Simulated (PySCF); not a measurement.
C₉H₁₈Ge.
Numbering: `[CH3:1]/[CH:2]=[C:3](/[CH3:4])[C@@H:5]1[GeH2:6][CH2:7][CH2:8][C@@H:9]1[CH3:10]` (hydrogens: H11, H12, H13 on C1; H14 on C2; H15, H16, H17 on C4; H18 on C5; H19, H20 on Ge6; H21, H22 on C7; H23, H24 on C8; H25 on C9; H26, H27, H28 on C10)

Computed by this run: PBE0-D3(BJ)/def2-SVP geometry optimisation, gas phase (PySCF); density fitting, grid level 1; the optimiser is geomeTRIC in internal coordinates, started from a GFN2-xTB structure with every atom displaced at random (about 0.01 Å).

Step 0: E = -66112.6128 eV
```
atom  x, y, z in Å  |  force x, y, z in eV/Å
C1      2.9363   -1.6949   -0.4014   -1.592   1.486  -0.262
C2      2.5785   -0.4056    0.3170   -0.056  -0.792  -0.335
C3      1.3918    0.2240    0.3045    0.988   0.428   0.152
C4      1.2712    1.5361    1.0245   -2.003  -0.564  -0.310
C5      0.2273   -0.3108   -0.4543   -0.501   0.550   0.965
Ge6    -1.1950    0.9395   -1.1069   -0.155  -0.796   0.344
C7     -2.5849   -0.4541   -0.9004    0.017  -0.111  -0.893
C8     -1.7886   -1.7105   -0.5616   -0.268  -0.191   0.194
C9     -0.5907   -1.3670    0.3314    0.162  -0.517  -0.700
C10    -1.0203   -0.9042    1.7049    0.341  -0.213  -0.627
H11     2.0962   -2.3960   -0.3415    0.067  -0.292  -0.022
H12     3.8147   -2.1229    0.0215    1.010  -0.616   0.294
H13     3.0795   -1.4547   -1.4699    0.260  -0.277  -0.007
H14     3.3899    0.0441    0.8733    0.340   0.313   0.297
H15     0.3328    1.5186    1.6383    0.561   0.223  -0.196
H16     1.1359    2.3481    0.2998    0.015   0.248  -0.095
H17     2.0961    1.7623    1.6598    0.994   0.170   0.665
H18     0.6012   -0.7904   -1.3423    0.199  -0.420  -0.823
H19    -0.9651    1.3821   -2.5228    0.146   0.125  -0.756
H20    -1.5107    2.2007   -0.3230    0.015   0.266   0.364
H21    -3.2178   -0.6086   -1.8000    0.267   0.144   0.215
H22    -3.2677   -0.2149   -0.0996   -0.426   0.359   0.582
H23    -1.4375   -2.1626   -1.5034    0.112  -0.138   0.083
H24    -2.4408   -2.4463   -0.0561    0.096  -0.088  -0.117
H25     0.0341   -2.2881    0.4419   -0.211   0.384   0.021
H26    -0.1604   -0.7361    2.3319    0.596   0.132   0.527
H27    -1.5737    0.0175    1.6430   -0.490   0.778   0.042
H28    -1.6521   -1.6384    2.1749   -0.483  -0.591   0.402
```

Step 1: E = -66112.8443 eV
```
atom  x, y, z in Å  |  force x, y, z in eV/Å
C1      2.9255   -1.6406   -0.4589    0.266  -0.128   0.292
C2      2.6007   -0.3876    0.2915    0.102   0.141   0.024
C3      1.4156    0.2460    0.3157   -0.184  -0.104  -0.033
C4      1.2463    1.5276    1.0713    0.345   0.181   0.185
C5      0.2232   -0.3099   -0.4252    0.076  -0.182  -0.299
Ge6    -1.1860    0.8895   -1.1499    0.047   0.191  -0.115
C7     -2.6030   -0.4664   -0.9389   -0.044   0.042   0.141
C8     -1.8262   -1.7274   -0.5405    0.048   0.004  -0.036
C9     -0.6188   -1.3672    0.3380    0.021   0.033   0.051
C10    -1.0451   -0.8955    1.7212   -0.063   0.057   0.126
H11     2.0906   -2.3537   -0.4718   -0.029  -0.049  -0.025
H12     3.7999   -2.1512   -0.0075   -0.245   0.088  -0.119
H13     3.1930   -1.4259   -1.5040    0.041   0.018  -0.155
H14     3.4310    0.0795    0.8400   -0.062  -0.042  -0.035
H15     0.3754    1.5047    1.7408   -0.098  -0.005   0.009
H16     1.0912    2.3774    0.3815   -0.010  -0.040   0.050
H17     2.1356    1.7518    1.6921   -0.176  -0.036  -0.175
H18     0.5945   -0.8212   -1.3389   -0.066   0.106   0.178
H19    -0.9093    1.3025   -2.6252   -0.040  -0.073   0.223
H20    -1.4491    2.1755   -0.3266   -0.009  -0.102  -0.086
H21    -3.2054   -0.6146   -1.8437   -0.026   0.006  -0.070
H22    -3.2957   -0.1556   -0.1376    0.068   0.020  -0.083
H23    -1.4556   -2.2290   -1.4512   -0.003  -0.007   0.007
H24    -2.4743   -2.4547   -0.0243    0.000  -0.032   0.011
H25     0.0020   -2.2700    0.4748   -0.005  -0.029  -0.009
H26    -0.1710   -0.7304    2.3711   -0.051  -0.012  -0.029
H27    -1.6097    0.0541    1.6790    0.035  -0.081   0.010
H28    -1.6949   -1.6409    2.2107    0.060   0.033  -0.037
```

**Question.** Estimate the geometry and energy of step 2. (The exact step hangs on the optimiser's Hessian estimate; all steps are aligned on step 1, rigid shifts and turns removed.)

**Answer.** E = -66112.8529 eV, largest force 0.080 eV/Å
```
atom  x, y, z in Å  |  force x, y, z in eV/Å
C1      2.9521   -1.6334   -0.4589    0.000   0.007   0.041
C2      2.5987   -0.3822    0.2865    0.042  -0.029  -0.053
C3      1.4062    0.2396    0.3085    0.019  -0.021   0.036
C4      1.2575    1.5235    1.0716   -0.032   0.038   0.063
C5      0.2134   -0.3168   -0.4298    0.054  -0.040  -0.040
Ge6    -1.1888    0.8890   -1.1556    0.030   0.031   0.006
C7     -2.6100   -0.4585   -0.9401   -0.017  -0.033   0.018
C8     -1.8385   -1.7239   -0.5368   -0.015   0.015  -0.006
C9     -0.6295   -1.3685    0.3419    0.012   0.035   0.033
C10    -1.0526   -0.9000    1.7296   -0.003   0.017   0.006
H11     2.1245   -2.3568   -0.4924   -0.018   0.001  -0.025
H12     3.8138   -2.1381    0.0044   -0.037   0.005  -0.002
H13     3.2396   -1.4155   -1.5034    0.003   0.000   0.004
H14     3.4157    0.0903    0.8455    0.008  -0.001  -0.020
H15     0.3897    1.5044    1.7497   -0.014   0.007  -0.011
H16     1.0977    2.3749    0.3880   -0.020   0.004  -0.004
H17     2.1528    1.7404    1.6743   -0.028  -0.017  -0.039
H18     0.5799   -0.8280   -1.3381    0.004   0.005   0.035
H19    -0.9122    1.2881   -2.6195    0.005  -0.009  -0.002
H20    -1.4543    2.1738   -0.3467   -0.010   0.004   0.003
H21    -3.2114   -0.6052   -1.8486    0.009   0.002  -0.001
H22    -3.3000   -0.1347   -0.1455    0.008   0.006  -0.006
H23    -1.4695   -2.2292   -1.4460   -0.004  -0.001   0.002
H24    -2.4881   -2.4500   -0.0191   -0.003  -0.003  -0.004
H25    -0.0126   -2.2750    0.4761   -0.005  -0.005  -0.014
H26    -0.1786   -0.7376    2.3776    0.002   0.002  -0.006
H27    -1.6188    0.0459    1.6948   -0.003  -0.010  -0.006
H28    -1.6967   -1.6496    2.2156    0.014  -0.008  -0.008
```

The energy changes by -0.0086 eV. The first-order estimate −F·Δx gives -0.0201 eV and the mean of the old and new forces, exact on a quadratic surface, -0.0093 eV. The step makes an angle of 79° with the force vector and moves no atom by more than 0.048 Å.

The cost below is that of the whole optimisation. On an AMD EPYC with one thread, no GPU, shared host with 64 logical CPUs at a one-minute load of 60, this took 20 min wall and 1.2 GiB of memory at its peak.
